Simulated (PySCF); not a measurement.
diglyme (C$_{6}$H$_{14}$O$_{3}$), singlet, at a GFN2-xTB geometry; MP2/STO-3G run with PySCF.

PySCF was given this input:
```python
from pyscf import gto, scf, mp

mol = gto.Mole()
mol.atom = '''
    C    -4.32018274    0.10369954   -0.27968204
    O    -3.32739323    0.88011273    0.34633474
    C    -2.03256097    0.72714712   -0.18116636
    C    -1.36618584   -0.60355762    0.21708757
    O    -0.07916902   -0.76777934   -0.32857044
    C     0.92423032    0.03238711    0.25737989
    C     2.27756247   -0.49578610   -0.20804157
    O     3.28593317    0.31629622    0.34300580
    C     4.57752733   -0.08497099   -0.03728386
    H    -5.27128911    0.45139207    0.11948003
    H    -4.20986180   -0.96368918   -0.06140571
    H    -4.30709659    0.24760544   -1.36654269
    H    -2.04487064    0.80671816   -1.27836767
    H    -1.46048727    1.56340887    0.22841288
    H    -1.94417526   -1.44216755   -0.17961612
    H    -1.33928610   -0.67600091    1.31424203
    H     0.86923954   -0.01770022    1.35356851
    H     0.83128529    1.08347749   -0.04514543
    H     2.31600329   -0.47472289   -1.30729183
    H     2.39741675   -1.54037524    0.11607243
    H     4.70502381   -0.03709573   -1.12587243
    H     5.26978660    0.60484485    0.44071062
    H     4.79100102   -1.10824617    0.29583295
'''
mol.basis = 'sto-3g'
mol.verbose = 4
mol.build()

mf = scf.RHF(mol)
mf.kernel()

pt = mp.MP2(mf, frozen=9)
pt.kernel()
print('E(MP2) = %.10f' % pt.e_tot)
```

Task: Predict the main parts of the log of this PySCF run.

Result: 
```
PySCF version 2.14.0

[INPUT] verbose = 4
[INPUT] num. atoms = 23
[INPUT] num. electrons = 74
[INPUT] charge = 0
[INPUT] spin (= nelec alpha-beta = 2S) = 0
[INPUT] symmetry False subgroup None
[INPUT] Mole.unit = angstrom
[INPUT] Symbol           X                Y                Z      unit          X                Y                Z       unit  Magmom
[INPUT]  1 C     -4.320182740000   0.103699540000  -0.279682040000 AA   -8.163962186673   0.195963729843  -0.528522457560 Bohr   0.0
[INPUT]  2 O     -3.327393230000   0.880112730000   0.346334740000 AA   -6.287861913432   1.663172018443   0.654477806022 Bohr   0.0
[INPUT]  3 C     -2.032560970000   0.727147120000  -0.181166360000 AA   -3.840983564780   1.374108909066  -0.342354803384 Bohr   0.0
[INPUT]  4 C     -1.366185840000  -0.603557620000   0.217087570000 AA   -2.581717072859  -1.140558602194   0.410236052347 Bohr   0.0
[INPUT]  5 O     -0.079169020000  -0.767779340000  -0.328570440000 AA   -0.149607765350  -1.450892676699  -0.620908144228 Bohr   0.0
[INPUT]  6 C      0.924230320000   0.032387110000   0.257379890000 AA    1.746542180819   0.061202767866   0.486377502071 Bohr   0.0
[INPUT]  7 C      2.277562470000  -0.495786100000  -0.208041570000 AA    4.303969299888  -0.936899945366  -0.393141589825 Bohr   0.0
[INPUT]  8 O      3.285933170000   0.316296220000   0.343005800000 AA    6.209513754924   0.597713230035   0.648187021137 Bohr   0.0
[INPUT]  9 C      4.577527330000  -0.084970990000  -0.037283860000 AA    8.650272981412  -0.160571899633  -0.070456284267 Bohr   0.0
[INPUT] 10 H     -5.271289110000   0.451392070000   0.119480030000 AA   -9.961292741302   0.853007387101   0.225784534055 Bohr   0.0
[INPUT] 11 H     -4.209861800000  -0.963689180000  -0.061405710000 AA   -7.955485824268  -1.821108619407  -0.116039974384 Bohr   0.0
[INPUT] 12 H     -4.307096590000   0.247605440000  -1.366542690000 AA   -8.139232947148   0.467906468552  -2.582391421626 Bohr   0.0
[INPUT] 13 H     -2.044870640000   0.806718160000  -1.278367670000 AA   -3.864245469764   1.524476382113  -2.415764782798 Bohr   0.0
[INPUT] 14 H     -1.460487270000   1.563408870000   0.228412880000 AA   -2.759920948714   2.954414585016   0.431637786523 Bohr   0.0
[INPUT] 15 H     -1.944175260000  -1.442167550000  -0.179616120000 AA   -3.673958779555  -2.725301695235  -0.339425274357 Bohr   0.0
[INPUT] 16 H     -1.339286100000  -0.676000910000   1.314242030000 AA   -2.530883931437  -1.277456579857   2.483557498092 Bohr   0.0
[INPUT] 17 H      0.869239540000  -0.017700220000   1.353568510000 AA    1.642624667243  -0.033448568145   2.557873774736 Bohr   0.0
[INPUT] 18 H      0.831285290000   1.083477490000  -0.045145430000 AA    1.570901529480   2.047475718231  -0.085312498476 Bohr   0.0
[INPUT] 19 H      2.316003290000  -0.474722890000  -1.307291830000 AA    4.376611921692  -0.897096247162  -2.470423523581 Bohr   0.0
[INPUT] 20 H      2.397416750000  -1.540375240000   0.116072430000 AA    4.530461063945  -2.910887332661   0.219345103313 Bohr   0.0
[INPUT] 21 H      4.705023810000  -0.037095730000  -1.125872430000 AA    8.891206410458  -0.070100770091  -2.127590543899 Bohr   0.0
[INPUT] 22 H      5.269786600000   0.604844850000   0.440710620000 AA    9.958453408903   1.142991114354   0.832822371987 Bohr   0.0
[INPUT] 23 H      4.791001020000  -1.108246170000   0.295832950000 AA    9.053679790312  -2.094281739898   0.559043254122 Bohr   0.0

nuclear repulsion = 471.311516021156
number of shells = 41
number of NR pGTOs = 177
number of NR cGTOs = 59
basis = sto-3g
ecp = {}

******** <class 'pyscf.scf.hf.RHF'> ********
method = RHF
initial guess = minao
damping factor = 0
level_shift factor = 0
DIIS = <class 'pyscf.scf.diis.CDIIS'>
diis_start_cycle = 1
diis_space = 8
diis_damp = 0
SCF conv_tol = 1e-09
SCF conv_tol_grad = None
SCF max_cycles = 50
direct_scf = True
direct_scf_tol = 1e-13
Set gradient conv threshold to 3.16228e-05
Initial guess from minao.
init E= -455.766744855573
  HOMO = -0.265334029986045  LUMO = 0.263612471068522  gap/eV = 14.39337
cycle= 1 E= -453.932220515013  delta_E= 1.83  |g|= 0.697  |ddm|= 5.71
  HOMO = -0.228065080483689  LUMO = 0.504282096457469  gap/eV = 19.92818
cycle= 2 E= -454.096747587614  delta_E= -0.165  |g|= 0.197  |ddm|=  1.1
  HOMO = -0.299564313282921  LUMO = 0.497763772397862  gap/eV = 21.69640
cycle= 3 E= -454.108558329257  delta_E= -0.0118  |g|= 0.0379  |ddm|= 0.272
  HOMO = -0.308852034004576  LUMO = 0.491786444248022  gap/eV = 21.78648
cycle= 4 E= -454.109354985085  delta_E= -0.000797  |g|= 0.00418  |ddm|= 0.09
  HOMO = -0.307812400329857  LUMO = 0.49316121859125  gap/eV = 21.79560
cycle= 5 E= -454.109365247812  delta_E= -1.03e-05  |g|= 0.00108  |ddm|= 0.0098
  HOMO = -0.308090071304469  LUMO = 0.492946246320057  gap/eV = 21.79731
cycle= 6 E= -454.10936600516  delta_E= -7.57e-07  |g|= 0.000211  |ddm|= 0.00305
  HOMO = -0.308182143862612  LUMO = 0.492896969484663  gap/eV = 21.79847
cycle= 7 E= -454.109366031966  delta_E= -2.68e-08  |g|= 6.58e-05  |ddm|= 0.000516
  HOMO = -0.308181523057191  LUMO = 0.492905532652584  gap/eV = 21.79869
cycle= 8 E= -454.10936603535  delta_E= -3.38e-09  |g|= 1.13e-05  |ddm|= 0.00022
  HOMO = -0.308182812106372  LUMO = 0.492904659851277  gap/eV = 21.79870
cycle= 9 E= -454.10936603544  delta_E= -9.07e-11  |g|= 2.4e-06  |ddm|= 3.32e-05
  HOMO = -0.308182839880564  LUMO = 0.492904641935062  gap/eV = 21.79870
Extra cycle  E= -454.109366035444  delta_E= -3.87e-12  |g|= 9.37e-07  |ddm|= 4.53e-06
converged SCF energy = -454.109366035444

******** <class 'pyscf.mp.mp2.RMP2'> ********
nocc = 28, nmo = 50
frozen orbitals 9
E(RMP2) = -454.517406862813  E_corr = -0.40804082736866
E(SCS-RMP2) = -454.556444237315  E_corr = -0.447078201871177
E_corr(same-spin) = -0.049120143428324
E_corr(oppo-spin) = -0.358920683940336
E(MP2) = -454.5174068628
```
